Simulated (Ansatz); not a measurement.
`Cc1cc(-c2sc(-c3sc(-c4sc(N(C)C)cc4C)cc3C)cc2C)sc1C#N`. Charge 0, multiplicity 1. Geometry PBE-D4/def2-SVP.

Cartesian coordinates in Å:
```
C -8.134 3.501 0.688
C -6.906 2.768 0.233
C -5.579 3.108 0.607
C -4.594 2.272 0.069
C -3.162 2.307 0.234
S -2.214 0.870 -0.110
C -0.705 1.677 0.273
C 0.540 0.962 0.180
S 0.523 -0.794 0.129
C 2.270 -0.889 -0.016
C 2.972 -2.137 -0.128
S 4.727 -2.084 -0.343
C 4.835 -3.834 -0.384
N 6.055 -4.454 -0.504
C 7.216 -3.679 -0.893
C 6.067 -5.890 -0.702
C 3.570 -4.411 -0.266
C 2.518 -3.463 -0.111
C 1.079 -3.864 0.043
C 2.807 0.404 -0.007
C 1.857 1.450 0.102
C 2.234 2.904 0.102
C -0.961 3.002 0.644
C -2.332 3.371 0.625
C -2.812 4.752 0.972
S -5.324 1.041 -0.943
C -6.934 1.647 -0.609
C -8.072 1.022 -1.164
N -9.029 0.511 -1.623
H -9.056 3.035 0.291
H -8.202 3.512 1.796
H -8.111 4.559 0.353
H -5.352 3.929 1.297
H 7.284 -2.759 -0.273
H 8.134 -4.272 -0.714
H 7.198 -3.367 -1.965
H 7.108 -6.259 -0.637
H 5.643 -6.196 -1.689
H 5.477 -6.394 0.092
H 3.392 -5.493 -0.291
H 0.451 -3.474 -0.786
H 0.975 -4.966 0.056
H 0.639 -3.470 0.984
H 3.888 0.590 -0.085
H 3.286 3.037 -0.215
H 2.133 3.356 1.112
H 1.590 3.493 -0.583
H -0.172 3.698 0.953
H -3.270 4.788 1.984
H -1.971 5.472 0.967
H -3.578 5.111 0.255
```

Single mean-field runs in def2-SVP, def2-TZVP are fitted with def2-universal-jkfit.

**Question.** Estimate the orbital energies around the gap (eV) in Ansatz with PBE-D4/def2-SVP, PBE-D4/def2-TZVP, r2SCAN-D4/def2-TZVP, PBE0-D4/def2-SVP, PBE0-D4/def2-TZVP.

**Answer.** 
```csv
orbital,PBE-D4/def2-SVP,PBE-D4/def2-TZVP,r2SCAN-D4/def2-TZVP,PBE0-D4/def2-SVP,PBE0-D4/def2-TZVP
HOMO−9,-7.69,-7.76,-8.02,-9.13,-9.11
HOMO−8,-7.35,-7.42,-7.70,-8.70,-8.70
HOMO−7,-6.68,-6.75,-7.00,-7.94,-7.95
HOMO−6,-6.26,-6.33,-6.56,-7.44,-7.46
HOMO−5,-6.11,-6.19,-6.42,-7.27,-7.29
HOMO−4,-6.03,-6.12,-6.36,-7.16,-7.19
HOMO−3,-5.95,-6.02,-6.25,-7.09,-7.10
HOMO−2,-5.84,-5.90,-6.11,-6.97,-6.98
HOMO−1,-5.03,-5.10,-5.25,-5.99,-6.00
HOMO,-4.14,-4.22,-4.32,-4.92,-4.93
LUMO,-2.59,-2.70,-2.67,-2.10,-2.16
LUMO+1,-1.78,-1.91,-1.82,-1.14,-1.21
LUMO+2,-1.25,-1.55,-1.37,-0.40,-0.64
LUMO+3,-0.95,-1.15,-1.00,-0.09,-0.28
LUMO+4,-0.54,-0.80,-0.56,0.42,0.22
LUMO+5,-0.50,-0.75,-0.54,0.50,0.24
```
